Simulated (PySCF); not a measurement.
Molfile (atoms numbered from 1):
```
C3H13NOSi5
     RDKit          3D

 23 23  0  0  0  0  0  0  0  0999 V2000
    3.3438   -0.0412    0.5929 C   0  0  0  0  0  0  0  0  0  0  0  0
    1.9903   -0.1072    1.2651 C   0  0  0  0  0  0  0  0  0  0  0  0
    1.1188   -1.0268    0.6439 O   0  0  0  0  0  0  0  0  0  0  0  0
    0.4706   -0.8536   -0.8930 Si  0  0  2  0  0  4  0  0  0  0  0  0
   -0.1149    1.4047   -1.2407 Si  0  0  0  0  0  4  0  0  0  0  0  0
   -1.7483    1.7393    0.4362 Si  0  0  0  0  0  4  0  0  0  0  0  0
   -2.4296   -0.4106    1.1455 Si  0  0  0  0  0  4  0  0  0  0  0  0
   -1.6635   -1.7814   -0.6020 Si  0  0  1  0  0  4  0  0  0  0  0  0
   -2.6415   -1.2611   -2.0977 C   0  0  0  0  0  0  0  0  0  0  0  0
   -3.2184   -0.8560   -3.0206 N   0  0  0  0  0  0  0  0  0  0  0  0
    3.8133   -1.0360    0.5681 H   0  0  0  0  0  0  0  0  0  0  0  0
    4.0134    0.6465    1.1314 H   0  0  0  0  0  0  0  0  0  0  0  0
    3.2559    0.3224   -0.4443 H   0  0  0  0  0  0  0  0  0  0  0  0
    2.0950   -0.4281    2.3137 H   0  0  0  0  0  0  0  0  0  0  0  0
    1.5263    0.8996    1.2863 H   0  0  0  0  0  0  0  0  0  0  0  0
    1.3264   -1.4706   -1.9524 H   0  0  0  0  0  0  0  0  0  0  0  0
    1.0354    2.3502   -1.0855 H   0  0  0  0  0  0  0  0  0  0  0  0
   -0.7169    1.5645   -2.5983 H   0  0  0  0  0  0  0  0  0  0  0  0
   -1.1537    2.4841    1.5912 H   0  0  0  0  0  0  0  0  0  0  0  0
   -2.9175    2.5072   -0.0907 H   0  0  0  0  0  0  0  0  0  0  0  0
   -3.9046   -0.5122    1.3611 H   0  0  0  0  0  0  0  0  0  0  0  0
   -1.7047   -0.7986    2.3940 H   0  0  0  0  0  0  0  0  0  0  0  0
   -1.8010   -3.2563   -0.4401 H   0  0  0  0  0  0  0  0  0  0  0  0
  1  2  1  0
  2  3  1  0
  3  4  1  0
  4  5  1  0
  5  6  1  0
  6  7  1  0
  7  8  1  0
  8  9  1  0
  9 10  3  0
  8  4  1  0
  1 11  1  0
  1 12  1  0
  1 13  1  0
  2 14  1  0
  2 15  1  0
  4 16  1  6
  5 17  1  0
  5 18  1  0
  6 19  1  0
  6 20  1  0
  7 21  1  0
  7 22  1  0
  8 23  1  1
M  END
```

Geometry: PBE0-D3(BJ)/def2-SVP; GIAO absolute shieldings from PySCF 2.14, gas phase, non-relativistic, averaged over equivalent atoms.

At PBE0/pcSseg-1 (270 basis functions, 65 s wall time on 1 thread of an Arm Neoverse V2, shared host):
```json
{"atoms": "C9", "σ (ppm)": "60.1"}
{"atoms": "C2", "σ (ppm)": "118.3"}
{"atoms": "C1", "σ (ppm)": "165.6"}
{"atoms": "O3", "σ (ppm)": "310.4"}
{"atoms": "Si4", "σ (ppm)": "355.1"}
{"atoms": "Si8", "σ (ppm)": "451.3"}
{"atoms": "Si7", "σ (ppm)": "459.1"}
{"atoms": "Si6", "σ (ppm)": "468.5"}
{"atoms": "Si5", "σ (ppm)": "474.1"}
{"atoms": "N10", "σ (ppm)": "-118.8"}
{"atoms": "H16", "σ (ppm)": "25.32"}
{"atoms": "H23", "σ (ppm)": "26.95"}
{"atoms": "H20", "σ (ppm)": "27.36"}
{"atoms": "H21", "σ (ppm)": "27.38"}
{"atoms": "H14", "σ (ppm)": "27.47"}
{"atoms": "H17", "σ (ppm)": "27.50"}
{"atoms": "H18", "σ (ppm)": "27.53"}
{"atoms": "H19", "σ (ppm)": "27.58"}
{"atoms": "H22", "σ (ppm)": "27.65"}
{"atoms": "H15", "σ (ppm)": "28.14"}
{"atoms": "H11/H12/H13", "σ (ppm)": "30.09"}
```

**Question.** What do these become at KT2/pcSseg-1?

**Answer.** 
| atoms | σ at KT2/pcSseg-1 | change |
| --- | --- | --- |
| C9 | 74.7 | +14.6 |
| C2 | 114.4 | -3.9 |
| C1 | 163.7 | -1.9 |
| O3 | 291.8 | -18.6 |
| Si4 | 362.0 | +6.9 |
| Si8 | 461.0 | +9.7 |
| Si7 | 467.4 | +8.3 |
| Si6 | 477.0 | +8.5 |
| Si5 | 483.7 | +9.6 |
| N10 | -96.3 | +22.5 |
| H16 | 24.91 | -0.41 |
| H23 | 26.70 | -0.25 |
| H20 | 27.17 | -0.19 |
| H21 | 27.22 | -0.16 |
| H14 | 27.23 | -0.24 |
| H17 | 27.29 | -0.21 |
| H18 | 27.36 | -0.17 |
| H19 | 27.42 | -0.16 |
| H22 | 27.48 | -0.17 |
| H15 | 27.83 | -0.31 |
| H11/H12/H13 | 29.99 | -0.10 |

The largest change is at N10 (nitrile nitrogen). Cost: 270 basis functions, 77 s wall time on 1 thread of an Arm Neoverse V2, shared host. The order of the carbon signals is the same at both levels.
